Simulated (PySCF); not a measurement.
C4HClF6S.
Atom-mapped SMILES: `[F:1][C:2]([F:3])([F:4])[C:5](=[S:6])[C@H:7]([Cl:8])[C:9]([F:10])([F:11])[F:12]` (hydrogens: H13 on C7)

Theory: PBE0-D3(BJ)/def2-SVP geometry optimisation, gas phase (PySCF 2.14.0).

Q: What internal coordinates does the optimisation give?

A: 
```csv
bond,length (bohr),order
"F1–C2, C2–F4",2.503,single
C2–F3,2.530,single
C2–C5,2.905,single
C5=S6,3.038,double
C5–C7,2.850,single
C7–Cl8,3.372,single
C7–C9,2.891,single
C9–F10,2.497,single
"C9–F11, C9–F12",2.518,single
C7–H13,2.078,single
```

Bonds in one row agree within 0.02 bohr and their mean is given. Orders are formal, as drawn. A selection of angles:
```csv
angle,degrees
F1–C2–F3,107.9
F1–C2–C5,111.8
F3–C2–C5,110.4
C2–C5–S6,120.1
C2–C5–C7,113.7
S6–C5–C7,126.1
C5–C7–Cl8,108.4
C5–C7–C9,116.4
Cl8–C7–C9,109.5
C7–C9–F10,113.4
C7–C9–F11,109.5
F10–C9–F11,109.0
F10–C9–F12,108.1
```

Dihedral angles: F1–C2–C5–S6 27° (synperiplanar); C2–C5–C7–Cl8 -73° (synclinal); C5–C7–C9–F10 66° (synclinal).

Of the pairs four or more bonds apart, F3···H13 is among the closest relative to their van der Waals radii: 2.29 Å, 86 % of the sum of Bondi's values. The 3 C–C bonds span 1.508 Å (C5–C7, drawn single) to 1.537 Å (C2–C5, drawn single), a spread of 0.029 Å.

Point group: C1 (no symmetry element, even within 0.4 Å). PBE0-D3(BJ)/def2-SVP frequencies: not computed here. One conformer, not necessarily the lowest.

Cost: about 8 min of CPU time on one thread; the machine was shared, so the figure is rough. These figures are those of the optimisation.
